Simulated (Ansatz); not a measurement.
Ansatz results at the PBE0-D4/def2-TZVP geometry: size of the dipole moment (B3LYP/def2-TZVPP) 0.38 D; LUMO energy (PBE0/def2-TZVPP) -0.45 eV; size of the dipole moment (ωB97M-V/def2-TZVPP) 0.40 D.

Each molecule was computed in one conformer, which needn't be the lowest.

Q: Which molecule gave them?
A. `[Cl][InH][I]`
B. `C=C[CH2][In]([CH2]C=C)[CH2]C=C`
C. `[CH3][In]([F])[F]`
D. `C[CH2][In]([NH2])[CH](C)C`

A: D. The others give `[CH3][In]([F])[F]`: 4.65, -1.68, 4.55; `[Cl][InH][I]`: 2.08, -2.04, 2.16; `C=C[CH2][In]([CH2]C=C)[CH2]C=C`: 1.22, -1.11, 1.21.

B3LYP here is the variant with VWN-RPA as its local correlation; programs differ in this.
